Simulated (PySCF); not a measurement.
# Te (tellurium, neutral) across methods

[Kr] 4d10 5s1 5p4 6s1, high-spin 5P determinant (an excited configuration). Computed with PySCF 2.14 in aug-cc-pwCVDZ-PP with ECP28MDF (6s5p4d1f, 48 functions), with scalar relativity through the core potential.

```json
{"method": "M06", "E (hartree)": "-267.4713", "mean ε 5p α (eV)": "-11.056", "mean ε 5p β (eV)": "-8.798", "mean ε 6s α (eV)": "-1.952", "Σ⟨r²⟩ (bohr²)": "81.35", "⟨S²⟩": "6.002"}
{"method": "M06-L", "E (hartree)": "-267.5773", "mean ε 5p α (eV)": "-10.096", "mean ε 5p β (eV)": "-7.918", "mean ε 6s α (eV)": "-1.676", "Σ⟨r²⟩ (bohr²)": "81.73", "⟨S²⟩": "6.004"}
{"method": "BP86", "E (hartree)": "-267.5543", "mean ε 5p α (eV)": "-10.167", "mean ε 5p β (eV)": "-8.161", "mean ε 6s α (eV)": "-1.966", "Σ⟨r²⟩ (bohr²)": "80.91", "⟨S²⟩": "6.002"}
{"method": "wB97M-V", "E (hartree)": "-267.3966", "mean ε 5p α (eV)": "-13.510", "mean ε 5p β (eV)": "-10.669", "mean ε 6s α (eV)": "-3.357", "Σ⟨r²⟩ (bohr²)": "81.40", "⟨S²⟩": "6.003"}
{"method": "PBE0", "E (hartree)": "-267.4388", "mean ε 5p α (eV)": "-11.366", "mean ε 5p β (eV)": "-8.698", "mean ε 6s α (eV)": "-2.230", "Σ⟨r²⟩ (bohr²)": "81.22", "⟨S²⟩": "6.003"}
{"method": "r2SCAN", "E (hartree)": "-267.5329", "mean ε 5p α (eV)": "-10.644", "mean ε 5p β (eV)": "-8.056", "mean ε 6s α (eV)": "-1.867", "Σ⟨r²⟩ (bohr²)": "81.49", "⟨S²⟩": "6.005"}
{"method": "PBE", "E (hartree)": "-267.4180", "mean ε 5p α (eV)": "-10.065", "mean ε 5p β (eV)": "-7.939", "mean ε 6s α (eV)": "-1.820", "Σ⟨r²⟩ (bohr²)": "80.96", "⟨S²⟩": "6.002"}
{"method": "LDA", "E (hartree)": "-267.0191", "mean ε 5p α (eV)": "-10.152", "mean ε 5p β (eV)": "-8.123", "mean ε 6s α (eV)": "-1.945", "Σ⟨r²⟩ (bohr²)": "80.68", "⟨S²⟩": "6.001"}
{"method": "UHF", "E (hartree)": "-266.48277", "mean ε 5p α (eV)": "-14.563", "mean ε 5p β (eV)": "-9.659", "mean ε 6s α (eV)": "-3.060", "Σ⟨r²⟩ (bohr²)": "82.76", "⟨S²⟩": "6.012"}
```

Energies and moments cover only the electrons outside the core potential. The outer electron is Rydberg-like, and this basis confines it to a smaller radius and binds it less than a complete one would.
